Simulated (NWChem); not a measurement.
System: AlH3Se; SMILES [AlH2][SeH]

Here is an NWChem input.

```
start job
memory heap 200 mb stack 900 mb global 1100 mb
geometry units angstroms noautoz
  Al    -0.137215     1.625759     0.070870
  H     -1.361807     2.471518    -0.470837
  H      1.302868     2.216819     0.369568
  Se    -0.534533    -0.625389     0.433119
  H      0.841286    -0.872488     0.892163
end
basis spherical
  * library def2-svp
end
dft
  xc xpbe96 cpbe96
  iterations 150
  vectors input atomic output neutral.movecs
end
task dft energy
charge 1
dft
  odft
  mult 2
  vectors input atomic output cation.movecs
end
task dft energy
```

Excerpt of the output:

```
             Northwest Computational Chemistry Package (NWChem) 7.3.0
             --------------------------------------------------------

 CS  symmetry detected

                             Geometry "geometry" -> ""
                             -------------------------

 Output coordinates in angstroms (scale by  1.889725989 to convert to a.u.)

  No.       Tag          Charge          X              Y              Z
 ---- ---------------- ---------- -------------- -------------- --------------
    1 Al                  13.0000    -0.01421500     1.59238885     0.00000000
    2 H                    1.0000    -1.42994233     2.30238635     0.00000000
    3 H                    1.0000     1.37520521     2.35522747     0.00000000
    4 Se                  34.0000    -0.03511527    -0.72198287     0.00000000
    5 H                    1.0000     1.43345147    -0.81125135     0.00000000

 Effective nuclear repulsion energy (a.u.)     135.6208632252

      Symmetry information
      --------------------

 Group name             Cs
 Group number              2
 Group order               2
 No. of unique centers     5

  pbe96 is a nonlocal functional; adding pw91lda local functional.

                                 NWChem DFT Module
                                 -----------------

 Summary of "ao basis" -> "ao basis" (spherical)
 ------------------------------------------------------------------------------
       Tag                 Description            Shells   Functions and Types
 ---------------- ------------------------------  ------  ---------------------
 Al                         def2-svp                 8       18   4s3p1d
 H                          def2-svp                 3        5   2s1p
 Se                         def2-svp                12       32   5s4p3d

      Symmetry analysis of basis
      --------------------------

        a'         47
        a"         18

            General Information
            -------------------
          SCF calculation type: DFT
          Wavefunction type:  closed shell.
          No. of atoms     :     5
          No. of electrons :    50
           Alpha electrons :    25
            Beta electrons :    25
          Charge           :     0
          Spin multiplicity:     1
          Use of symmetry is: on ; symmetry adaption is: on
          Maximum number of iterations: 150
          AO basis - number of functions:    65
                     number of shells:    29
          Convergence on energy requested:  1.00D-06
          Convergence on density requested:  1.00D-05
          Convergence on gradient requested:  5.00D-04

              XC Information
              --------------
          PerdewBurkeErnzerhof Exchange Functional  1.000
            Perdew 1991 LDA Correlation Functional  1.000 local
           PerdewBurkeErnz. Correlation Functional  1.000 non-local

             Grid Information
             ----------------
          Grid used for XC integration:  medium
          Radial quadrature: Mura-Knowles
          Angular quadrature: Lebedev.
          Tag              B.-S. Rad. Rad. Pts. Rad. Cut. Ang. Pts.
          ---              ---------- --------- --------- ---------
          Al                  1.25       88           9.0       590
          H                   0.35       45          11.0       434
          Se                  1.15      112          10.0       590
          Grid pruning is: on
          Number of quadrature shells:   335
          Spatial weights used:  Erf1

      Superposition of Atomic Density Guess
      -------------------------------------

 Sum of atomic energies:       -2642.80103948

      Non-variational initial energy
      ------------------------------

 Total energy =   -2643.130943
 1-e energy   =   -3951.348395
 2-e energy   =    1172.596588
 HOMO         =      -0.312097
 LUMO         =       0.000287

      Symmetry analysis of molecular orbitals - initial
      -------------------------------------------------

  Numbering of irreducible representations:

     1 a'          2 a"

  Orbital symmetries:

     1 a'          2 a'          3 a'          4 a'          5 a'
     6 a"          7 a'          8 a'          9 a'         10 a"
    11 a'         12 a'         13 a'         14 a"         15 a'
    16 a'         17 a"         18 a"         19 a'         20 a'
    21 a'         22 a'         23 a'         24 a'         25 a"
    26 a"         27 a'         28 a'         29 a'         30 a'
    31 a'         32 a'         33 a'         34 a"         35 a'

   convergence    iter        energy       DeltaE   RMS-Dens  Diis-err
 ---------------- ----- ----------------- --------- --------- ---------
 d= 0,ls=0.0,diis     1  -2644.8968448985 -2.78D+03  1.30D-02  2.87D-01
 d= 0,ls=0.0,diis     2  -2644.8895271220  7.32D-03  1.01D-02  2.84D-01
 d= 0,ls=0.0,diis     3  -2644.9217687948 -3.22D-02  4.11D-03  3.75D-02
 d= 0,ls=0.0,diis     4  -2644.9281282786 -6.36D-03  9.13D-04  1.86D-03
 d= 0,ls=0.0,diis     5  -2644.9285000037 -3.72D-04  1.99D-04  1.26D-04
  Resetting Diis
 d= 0,ls=0.0,diis     6  -2644.9285237859 -2.38D-05  4.96D-05  5.93D-06
 d= 0,ls=0.0,diis     7  -2644.9285250066 -1.22D-06  2.18D-05  3.51D-07
 d= 0,ls=0.0,diis     8  -2644.9285249403  6.64D-08  1.44D-05  6.16D-07
 d= 0,ls=0.0,diis     9  -2644.9285250703 -1.30D-07  2.43D-06  2.46D-08

         Total DFT energy =    -2644.928525070326
      One electron energy =    -3952.306182694508
           Coulomb energy =     1278.134717433267
    Exchange-Corr. energy =     -106.377923034250
 Nuclear repulsion energy =      135.620863225165

 Numeric. integr. density =       50.000008486802

                  Occupations of the irreducible representations
                  ----------------------------------------------

                     irrep           alpha         beta
                     --------     --------     --------
                     a'               19.0         19.0
                     a"                6.0          6.0

                       DFT Final Molecular Orbital Analysis
                       ------------------------------------

 Vector   23  Occ=2.000000D+00  E=-2.746829D-01  Symmetry=a'
              MO Center= -4.3D-01,  1.9D+00,  6.8D-16, r^2= 3.1D+00
   Bfn.  Coefficient  Atom+Function         Bfn.  Coefficient  Atom+Function
  ----- ------------  ---------------      ----- ------------  ---------------
    19      0.370145  2 H  s                  8     -0.247063  1 Al px
    24     -0.232000  3 H  s                 20      0.225415  2 H  s
    11     -0.177874  1 Al px                41     -0.154169  4 Se py
    44     -0.154500  4 Se py                 5      0.151610  1 Al px
    25     -0.140104  3 H  s                 38      0.098155  4 Se py

 Vector   24  Occ=2.000000D+00  E=-2.650344D-01  Symmetry=a'
              MO Center=  3.0D-01,  2.8D-01, -2.2D-16, r^2= 3.9D+00
   Bfn.  Coefficient  Atom+Function         Bfn.  Coefficient  Atom+Function
  ----- ------------  ---------------      ----- ------------  ---------------
    44      0.397837  4 Se py                41      0.387933  4 Se py
    24     -0.259587  3 H  s                 38     -0.247098  4 Se py
     9     -0.205655  1 Al py                25     -0.191884  3 H  s
    32     -0.147787  4 Se s                 33     -0.129480  4 Se s
     6      0.123551  1 Al py                43      0.117841  4 Se px

 Vector   25  Occ=2.000000D+00  E=-2.303254D-01  Symmetry=a"
              MO Center= -7.9D-03, -4.8D-01, -3.8D-13, r^2= 2.1D+00
   Bfn.  Coefficient  Atom+Function         Bfn.  Coefficient  Atom+Function
  ----- ------------  ---------------      ----- ------------  ---------------
    45      0.566451  4 Se pz                42      0.477105  4 Se pz
    39     -0.306156  4 Se pz                13      0.140316  1 Al pz
    10      0.114234  1 Al pz                36      0.099541  4 Se pz
     7     -0.065797  1 Al pz                15     -0.046499  1 Al d -1
    57      0.032643  4 Se d -1

 Vector   26  Occ=0.000000D+00  E=-8.002388D-02  Symmetry=a"
              MO Center= -1.2D-02,  1.4D+00,  7.1D-14, r^2= 4.1D+00
   Bfn.  Coefficient  Atom+Function         Bfn.  Coefficient  Atom+Function
  ----- ------------  ---------------      ----- ------------  ---------------
    13      0.744934  1 Al pz                10      0.377196  1 Al pz
    45     -0.341697  4 Se pz                 7     -0.197401  1 Al pz
    42     -0.192530  4 Se pz                39      0.122741  4 Se pz
    57      0.050169  4 Se d -1              36     -0.039743  4 Se pz

 Vector   27  Occ=0.000000D+00  E=-2.540638D-02  Symmetry=a'
              MO Center=  5.0D-01, -3.3D-01, -2.0D-15, r^2= 4.1D+00
   Bfn.  Coefficient  Atom+Function         Bfn.  Coefficient  Atom+Function
  ----- ------------  ---------------      ----- ------------  ---------------
    62      1.092710  5 H  s                 33     -0.854695  4 Se s
    43     -0.781450  4 Se px                12     -0.451799  1 Al py
    25      0.359603  3 H  s                 11     -0.331224  1 Al px
     4      0.326783  1 Al s                 61      0.326263  5 H  s
     3     -0.305271  1 Al s                 32     -0.266296  4 Se s

 Vector   28  Occ=0.000000D+00  E=-1.021154D-02  Symmetry=a'
              MO Center=  1.4D-01,  9.5D-01,  9.2D-15, r^2= 4.6D+00
   Bfn.  Coefficient  Atom+Function         Bfn.  Coefficient  Atom+Function
  ----- ------------  ---------------      ----- ------------  ---------------
     4      1.124225  1 Al s                 44     -0.660852  4 Se py
    25     -0.615205  3 H  s                  3      0.609494  1 Al s
    12     -0.540325  1 Al py                33     -0.417387  4 Se s
    20     -0.404607  2 H  s                 32     -0.294778  4 Se s
     2      0.265523  1 Al s                 41     -0.239334  4 Se py

     Multipole analysis of the density
     ---------------------------------

[...]
```

Level: PBE/def2-SVP, vertical spin-unrestricted ions. The geometry was optimised at PBE0/def2-SVP.
